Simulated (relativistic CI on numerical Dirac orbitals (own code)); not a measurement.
**Electric-dipole transitions in Lu⁴⁵⁺**

Calculated at this level of theory: Dirac-Coulomb-Breit CI, orbitals from a KLI potential per configuration, QED by a radiative potential, unscaled Slater integrals (own radial code, finite nucleus).

CI space (outside the closed core [Ne]): 3s²3p⁶3d⁸, 3s²3p⁵3d⁹, 3s²3p⁴3d¹⁰, 3s3p⁶3d⁹, 3p⁶3d¹⁰, 3s3p⁵3d¹⁰, 3s²3p⁶3d⁷4s, 3s²3p⁶3d⁷4p, 3s²3p⁴3d⁹4s, 3s²3p⁶3d⁷4d, 3s²3p⁴3d⁹4p, 3s²3p⁵3d⁸4s, 3s²3p⁶3d⁷4f, 3s²3p⁴3d⁹4d, 3s3p⁵3d⁹4s, 3s²3p⁵3d⁸4p. Levels of other configurations are missing.

| λ vac (nm) | Lower | Upper | A (s⁻¹) | log gf | S velocity/length |
| --- | --- | --- | --- | --- | --- |
| 0.74431 | 3s²3p⁶3d⁸ ³F4 [1] | 3s²3p⁶3d⁷4p ³F°4 [98] | 9.51e+12 | -0.15 | 0.97 |
| 0.75470 | 3s²3p⁶3d⁸ ³F4 [1] | 3s²3p⁶3d⁷4p ³G°5 [88] | 6.31e+12 | -0.23 | 0.95 |
| 1.9907 | 3s²3p⁶3d⁸ ³F2 [8] | 3s²3p⁵3d⁹ ³D°1 [21] | 4.16e+12 | -0.13 | 0.78 |
| 2.0099 | 3s²3p⁵3d⁹ ³F°3 [17] | 3s²3p⁴3d¹⁰ ¹D2 [29] | 3.93e+12 | 0.08 | 0.90 |
| 2.0429 | 3s²3p⁶3d⁸ ¹G4 [7] | 3s²3p⁵3d⁹ ¹F°3 [19] | 3.91e+12 | 0.23 | 0.76 |
| 2.0914 | 3s²3p⁶3d⁸ ³F2 [8] | 3s²3p⁵3d⁹ ³F°2 [20] | 2.20e+12 | -0.14 | 0.80 |
| 2.5411 | 3s²3p⁵3d⁹ ³F°4 [10] | 3s3p⁶3d⁹ ³D3 [24] | 2.26e+12 | 0.19 | 0.89 |
| 2.6105 | 3s²3p⁵3d⁹ ³D°3 [12] | 3s3p⁶3d⁹ ³D2 [25] | 1.76e+12 | -0.05 | 0.89 |
| 2.9579 | 3s²3p⁶3d⁸ ³F4 [1] | 3s²3p⁵3d⁹ ³D°3 [12] | 1.81e+12 | 0.22 | 0.69 |
| 2.9895 | 3s²3p⁵3d⁹ ¹F°3 [19] | 3s²3p⁴3d¹⁰ ¹D2 [29] | 2.01e+12 | 0.13 | 0.87 |
| 3.0233 | 3s²3p⁶3d⁸ ³F3 [4] | 3s²3p⁵3d⁹ ³D°2 [14] | 1.07e+12 | -0.14 | 0.69 |
| 3.0631 | 3s²3p⁶3d⁸ ¹G4 [7] | 3s²3p⁵3d⁹ ³F°3 [17] | 1.01e+12 | 0.00 | 0.67 |
| 3.0964 | 3s²3p⁵3d⁹ ³D°3 [12] | 3s²3p⁴3d¹⁰ ³P2 [22] | 1.43e+12 | 0.01 | 0.89 |
| 3.1329 | 3s²3p⁶3d⁸ ¹D2 [2] | 3s²3p⁵3d⁹ ¹D°2 [11] | 9.62e+11 | -0.15 | 0.74 |
| 3.1374 | 3s²3p⁶3d⁸ ³F4 [1] | 3s²3p⁵3d⁹ ³F°4 [10] | 4.51e+11 | -0.22 | 0.70 |
| 5.6234 | 3s²3p⁶3d⁷4p ³G°5 [58] | 3s²3p⁶3d⁷4d ³H6 [179] | 5.75e+11 | 0.55 | 1.02 |
| 7.0110 | 3s²3p⁶3d⁷4s ⁵F5 [33] | 3s²3p⁶3d⁷4p ⁵G°6 [93] | 3.10e+11 | 0.47 | 1.11 |
| 7.0180 | 3s²3p⁶3d⁷4s ⁵F4 [40] | 3s²3p⁶3d⁷4p ⁵G°5 [120] | 3.06e+11 | 0.40 | 1.09 |
| 7.0435 | 3s²3p⁶3d⁷4s ⁵F5 [42] | 3s²3p⁶3d⁷4p ⁵G°6 [123] | 3.02e+11 | 0.47 | 1.12 |
| 7.0917 | 3s²3p⁶3d⁷4s ³H6 [49] | 3s²3p⁶3d⁷4p ³I°7 [134] | 3.02e+11 | 0.53 | 1.16 |

Terms are leading LS components. Brackets give the number of a level in order of energy, since labels repeat. The list gives strong lines, with weight on those to low levels, among the lowest 200 of 1397 levels, so that lines to higher ones, which can be the strongest, are missing. Levels whose partners in the same complex of configurations lie outside the list can be far off, and so can their lines. Rates are taken at the computed energies, electric ones in the length gauge. A velocity-to-length ratio far from 1 marks an uncertain rate.

At this charge energies of transitions that change n are usually good to better than 1 %, and those within a shell (Δn = 0) to a few per cent.

LS names give the leading component of a level, which can be under half, so a name can repeat, a term be missing and a line seem to break the LS rules.
